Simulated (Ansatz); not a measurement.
Diatomic CaH, multiplicity 2 (the spin of the measured ground state). No spin–orbit coupling. Ca is treated without relativity.

Seven points along R, fitted to fifth degree in 1/R; most abundant isotopes. Runs in def2 and cc sets follow the lowest solution found near the PBE0 minimum.

Correlated levels freeze the inner cores; with def2 sets outer-core shells near the valence are correlated too.

The values were computed with Ansatz (Gaussian orbitals). Values without a source in brackets are computed.

Q: What bond length and harmonic frequency does CCSD/def2-TZVPP give, and what D_e (from each atom's lowest state at the same level)?

A: r_e = 2.026 Å, ω_e = 1304 cm⁻¹, D_e = 1.67 eV.

Q: What bond length and harmonic frequency does CCSD/def2-QZVPP give, and what D_e (from each atom's lowest state at the same level)?

A: r_e = 2.008 Å, ω_e = 1302 cm⁻¹, D_e = 1.80 eV.

Q: What bond length and harmonic frequency does CCSD(T)/def2-QZVPP give, and what D_e (from each atom's lowest state at the same level)?

A: r_e = 2.006 Å, ω_e = 1299 cm⁻¹, D_e = 1.77 eV.

Measured for the ground state: r_e 2.0025 Å, ω_e 1298.3 cm-1, ω_e x_e 19.1 cm-1, B_e 4.2766 cm-1, α_e 0.097 cm-1 [Huber and Herzberg (1979), NIST Chemistry WebBook]. dipole 2.53 D [compilation of Liu, Meijer and Pérez-Ríos].

Ansatz is an electronic-structure program.
